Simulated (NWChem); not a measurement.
System: C4H7F; SMILES C[C@H]1C[C@@H]1F

Here is an NWChem input.

```
start job
memory heap 200 mb stack 900 mb global 1100 mb
geometry units angstroms noautoz
  C      0.519743    -1.901061     0.089295
  C      0.081359    -0.554202    -0.444912
  C     -1.229622     0.086634    -0.000168
  C      0.084766     0.661521     0.425081
  F      0.471724     1.857917    -0.133365
  H      1.607540    -2.022447     0.019994
  H      0.237702    -2.021623     1.142192
  H      0.052298    -2.719801    -0.470776
  H      0.346478    -0.354394    -1.481675
  H     -1.838897    -0.422201     0.743295
  H     -1.790578     0.643771    -0.744853
  H      0.401542     0.584671     1.463503
end
basis spherical
  C library 6-311++g**
  F library 6-311++g**
  H library 6-311++g**
end
dft
  xc xpbe96 cpbe96
  iterations 150
  mulliken
end
task dft energy
```

NWChem printed, in part:

```
             Northwest Computational Chemistry Package (NWChem) 7.3.0
             --------------------------------------------------------

 C1  symmetry detected

                             Geometry "geometry" -> ""
                             -------------------------

 Output coordinates in angstroms (scale by  1.889725989 to convert to a.u.)

  No.       Tag          Charge          X              Y              Z
 ---- ---------------- ---------- -------------- -------------- --------------
    1 C                    6.0000     0.50540076    -1.90935209     0.08643522
    2 C                    6.0000     0.08321579    -0.55608577    -0.44461744
    3 C                    6.0000    -1.22893397     0.09102081    -0.01258122
    4 C                    6.0000     0.08380217     0.65400347     0.43320118
    5 F                    9.0000     0.48614668     1.85121456    -0.11247850
    6 H                    1.0000     1.59313745    -2.03787353     0.03030467
    7 H                    1.0000     0.20901063    -2.03466618     1.13482622
    8 H                    1.0000     0.03957245    -2.72122023    -0.48487350
    9 H                    1.0000     0.36302401    -0.35151428    -1.47657999
   10 H                    1.0000    -1.85121616    -0.41829166     0.71969742
   11 H                    1.0000    -1.77640965     0.65679901    -0.76077533
   12 H                    1.0000     0.38665263     0.56831730     1.47508058

 Effective nuclear repulsion energy (a.u.)     178.2776292294

  pbe96 is a nonlocal functional; adding pw91lda local functional.

                                 NWChem DFT Module
                                 -----------------

 Summary of "ao basis" -> "ao basis" (spherical)
 ------------------------------------------------------------------------------
       Tag                 Description            Shells   Functions and Types
 ---------------- ------------------------------  ------  ---------------------
 C                         6-311++g**               10       22   5s4p1d
 F                         6-311++g**               10       22   5s4p1d
 H                         6-311++g**                5        7   4s1p

            General Information
            -------------------
          SCF calculation type: DFT
          Wavefunction type:  closed shell.
          No. of atoms     :    12
          No. of electrons :    40
           Alpha electrons :    20
            Beta electrons :    20
          Charge           :     0
          Spin multiplicity:     1
          Use of symmetry is: off; symmetry adaption is: off
          Maximum number of iterations: 150
          AO basis - number of functions:   159
                     number of shells:    85
          Convergence on energy requested:  1.00D-06
          Convergence on density requested:  1.00D-05
          Convergence on gradient requested:  5.00D-04

              XC Information
              --------------
          PerdewBurkeErnzerhof Exchange Functional  1.000
            Perdew 1991 LDA Correlation Functional  1.000 local
           PerdewBurkeErnz. Correlation Functional  1.000 non-local

             Grid Information
             ----------------
          Grid used for XC integration:  medium
          Radial quadrature: Mura-Knowles
          Angular quadrature: Lebedev.
          Tag              B.-S. Rad. Rad. Pts. Rad. Cut. Ang. Pts.
          ---              ---------- --------- --------- ---------
          C                   0.70       49          14.0       434
          F                   0.50       49          14.0       434
          H                   0.35       45          15.0       434
          Grid pruning is: on
          Number of quadrature shells:   560
          Spatial weights used:  Erf1

      Superposition of Atomic Density Guess
      -------------------------------------

 Sum of atomic energies:        -253.58307199

      Non-variational initial energy
      ------------------------------

 Total energy =    -256.740140
 1-e energy   =    -697.698751
 2-e energy   =     262.680982
 HOMO         =      -0.317703
 LUMO         =       0.030832

     ---------------------------------------------
      Total Density - Mulliken Population Analysis
     ---------------------------------------------

    Atom       Charge   Shell Charges
 -----------   ------   -------------------------------------------------------
    1 C    6     6.68   1.10  0.89  0.59  0.80  1.59  0.50  0.96  0.18  0.01  0.04
    2 C    6     6.04   1.10  0.89  0.57  0.79  1.53  0.52  0.85 -0.30  0.02  0.07
    3 C    6     6.46   1.10  0.89  0.59  0.80  1.56  0.53  0.89 -0.02  0.05  0.05
    4 C    6     6.00   1.10  0.89  0.48  0.76  1.33  0.49  0.62  0.14  0.07  0.11
    5 F    9     9.29   1.08  0.92  1.19  1.10  2.50  0.87  1.75 -0.09 -0.02  0.00
    6 H    1     0.81   0.24  0.44  0.09  0.01  0.02
    7 H    1     0.81   0.24  0.44  0.10  0.00  0.02
    8 H    1     0.81   0.24  0.44  0.09  0.01  0.02
    9 H    1     0.74   0.24  0.43  0.08 -0.03  0.02
   10 H    1     0.79   0.24  0.43  0.09  0.01  0.02
   11 H    1     0.78   0.24  0.43  0.09  0.00  0.02
   12 H    1     0.80   0.24  0.44  0.10 -0.01  0.02

   convergence    iter        energy       DeltaE   RMS-Dens  Diis-err
 ---------------- ----- ----------------- --------- --------- ---------
 d= 0,ls=0.0,diis     1   -256.1273351432 -4.34D+02  1.47D-02  1.02D+00
 d= 0,ls=0.0,diis     2   -256.0886401171  3.87D-02  1.01D-02  1.40D+00
 d= 0,ls=0.0,diis     3   -256.1886005074 -1.00D-01  2.06D-03  2.52D-01
 d= 0,ls=0.0,diis     4   -256.2062043467 -1.76D-02  5.79D-04  8.62D-03
 d= 0,ls=0.0,diis     5   -256.2068275728 -6.23D-04  3.37D-04  1.89D-03
  Resetting Diis
 d= 0,ls=0.0,diis     6   -256.2070545458 -2.27D-04  4.80D-05  1.66D-05
 d= 0,ls=0.0,diis     7   -256.2070563283 -1.78D-06  3.63D-05  2.72D-06
 d= 0,ls=0.0,diis     8   -256.2070557886  5.40D-07  1.91D-05  7.96D-06
 d= 0,ls=0.0,diis     9   -256.2070566541 -8.66D-07  3.95D-06  7.65D-08

         Total DFT energy =     -256.207056654140
      One electron energy =     -702.189025062187
           Coulomb energy =      302.191629590038
    Exchange-Corr. energy =      -34.487290411373
 Nuclear repulsion energy =      178.277629229382

 Numeric. integr. density =       40.000006707369

                       DFT Final Molecular Orbital Analysis
                       ------------------------------------

 Vector   18  Occ=2.000000D+00  E=-3.212696D-01
              MO Center= -1.6D-01, -7.2D-01, -2.1D-01, r^2= 3.0D+00
   Bfn.  Coefficient  Atom+Function         Bfn.  Coefficient  Atom+Function
  ----- ------------  ---------------      ----- ------------  ---------------
    31      0.181364   2 C  pz              133     -0.180428   9 H  s
     9     -0.161699   1 C  pz               35      0.146028   2 C  pz
   119     -0.143728   7 H  s               132     -0.127573   9 H  s
    27      0.124284   2 C  pz               30     -0.124246   2 C  py
     8      0.120147   1 C  py              147      0.119159  11 H  s

 Vector   19  Occ=2.000000D+00  E=-2.544220D-01
              MO Center= -3.1D-01,  4.6D-02, -1.9D-03, r^2= 2.8D+00
   Bfn.  Coefficient  Atom+Function         Bfn.  Coefficient  Atom+Function
  ----- ------------  ---------------      ----- ------------  ---------------
    52      0.222086   3 C  py               29      0.208872   2 C  px
    33      0.178315   2 C  px               56      0.158494   3 C  py
    53      0.156528   3 C  pz               58      0.150346   3 C  s
    48      0.145898   3 C  py               76      0.141728   4 C  s
    95      0.140918   5 F  px               25      0.136410   2 C  px

 Vector   20  Occ=2.000000D+00  E=-2.415616D-01
              MO Center=  7.1D-03,  2.9D-01,  3.3D-03, r^2= 2.7D+00
   Bfn.  Coefficient  Atom+Function         Bfn.  Coefficient  Atom+Function
  ----- ------------  ---------------      ----- ------------  ---------------
    73      0.198577   4 C  px               95     -0.184655   5 F  px
    99     -0.170958   5 F  px               36      0.168022   2 C  s
    55     -0.156297   3 C  px               30      0.154397   2 C  py
    54     -0.152863   3 C  s                35      0.139781   2 C  pz
    51     -0.137553   3 C  px               80     -0.134509   4 C  s

 Vector   21  Occ=0.000000D+00  E=-1.482325D-02
              MO Center= -4.1D-02, -1.8D+00,  5.6D-01, r^2= 1.3D+01
   Bfn.  Coefficient  Atom+Function         Bfn.  Coefficient  Atom+Function
  ----- ------------  ---------------      ----- ------------  ---------------
    14      5.677949   1 C  s                36     -3.492073   2 C  s
    58      1.833650   3 C  s                39     -1.232488   2 C  pz
    80      1.207093   4 C  s               121     -1.108097   7 H  s
    38      0.922155   2 C  py              128     -0.926645   8 H  s
   142     -0.897888  10 H  s               135     -0.874668   9 H  s

 Vector   22  Occ=0.000000D+00  E=-3.703652D-03
              MO Center= -1.4D-01, -3.2D-01, -4.4D-03, r^2= 1.3D+01
   Bfn.  Coefficient  Atom+Function         Bfn.  Coefficient  Atom+Function
  ----- ------------  ---------------      ----- ------------  ---------------
    36      2.220408   2 C  s                80     -1.939412   4 C  s
   156      1.712591  12 H  s               135     -1.676114   9 H  s
   142      0.869455  10 H  s               149     -0.770173  11 H  s
   128     -0.659466   8 H  s               134     -0.567036   9 H  s
    83     -0.479806   4 C  pz              155      0.473177  12 H  s

 Vector   23  Occ=0.000000D+00  E= 6.029121D-03
              MO Center= -1.2D+00, -3.2D-01, -9.1D-02, r^2= 1.6D+01
   Bfn.  Coefficient  Atom+Function         Bfn.  Coefficient  Atom+Function
  ----- ------------  ---------------      ----- ------------  ---------------
    58      4.590165   3 C  s                36     -2.128309   2 C  s
   149     -1.840591  11 H  s                14     -1.775538   1 C  s
   142     -1.406994  10 H  s               114      1.178885   6 H  s
   121      0.745550   7 H  s                54      0.565262   3 C  s
    37      0.504800   2 C  px               38     -0.398478   2 C  py

     ---------------------------------------------
      Total Density - Mulliken Population Analysis
     ---------------------------------------------

    Atom       Charge   Shell Charges
 -----------   ------   -------------------------------------------------------
    1 C    6     6.78   1.10  0.88  0.65  0.75  1.54  0.48  0.89  0.39  0.05  0.04
    2 C    6     5.67   1.10  0.88  0.65  0.74  1.53  0.51  0.77 -0.58  0.01  0.07
    3 C    6     6.40   1.10  0.88  0.65  0.74  1.53  0.51  0.80  0.05  0.07  0.05
    4 C    6     6.32   1.10  0.88  0.62  0.76  1.49  0.43  0.58  0.23  0.09  0.12
    5 F    9     9.11   1.08  0.92  1.18  1.09  2.33  0.88  1.66 -0.06  0.03  0.00
    6 H    1     0.83   0.27  0.47  0.06  0.00  0.02
    7 H    1     0.84   0.27  0.48  0.08 -0.01  0.02
    8 H    1     0.83   0.27  0.47  0.06  0.00  0.02
    9 H    1     0.74   0.27  0.46  0.04 -0.06  0.02
   10 H    1     0.84   0.27  0.47  0.07  0.00  0.02
   11 H    1     0.81   0.27  0.46  0.05 -0.00  0.02
   12 H    1     0.82   0.28  0.47  0.06 -0.01  0.02

     -------------------------------------------
      Total Density - Lowdin Population Analysis
     -------------------------------------------

    Atom       Charge   Shell Charges
 -----------   ------   -------------------------------------------------------
    1 C    6     6.09   1.05  0.92  0.62  0.47  1.45  0.28  1.00  0.05  0.15  0.09
    2 C    6     6.11   1.05  0.92  0.63  0.48  1.49  0.26  0.93  0.06  0.14  0.16
    3 C    6     6.07   1.05  0.92  0.63  0.47  1.46  0.27  0.95  0.06  0.14  0.12
    4 C    6     5.97   1.05  0.92  0.61  0.48  1.42  0.24  0.81  0.06  0.12  0.27
    5 F    9     9.15   1.03  0.96  1.19  0.97  2.29  0.65  1.58  0.13  0.35  0.01
    6 H    1     0.95   0.27  0.43  0.15  0.03  0.07
    7 H    1     0.95   0.27  0.43  0.15  0.03  0.07
    8 H    1     0.95   0.27  0.43  0.15  0.03  0.07
    9 H    1     0.93   0.27  0.42  0.14  0.03  0.07
   10 H    1     0.94   0.27  0.42  0.15  0.03  0.07
   11 H    1     0.94   0.27  0.42  0.14  0.03  0.07
   12 H    1     0.94   0.27  0.42  0.14  0.03  0.07

     Multipole analysis of the density
     ---------------------------------

     L   x y z        total         alpha         beta         nuclear
     -   - - -        -----         -----         ----         -------
     0   0 0 0      0.000000    -20.000000    -20.000000     40.000000

     1   1 0 0     -0.198039     -0.099019     -0.099019      0.000000
     1   0 1 0     -0.703419     -0.351710     -0.351710      0.000000
     1   0 0 1      0.171629      0.085814      0.085814     -0.000000

     2   2 0 0    -23.001325    -51.232757    -51.232757     79.464190
     2   1 1 0     -0.983187      3.775935      3.775935     -8.535057
     2   1 0 1      0.142189     -0.247258     -0.247258      0.636705
     2   0 2 0    -25.716952   -144.878697   -144.878697    264.040442
     2   0 1 1      0.093689      0.372499      0.372499     -0.651309
     2   0 0 2    -21.816055    -27.778578    -27.778578     33.741102
```

Level: PBE/6-311++G** (spherical d). All runs use the structure optimised with B3LYP/6-31G* (spherical d).
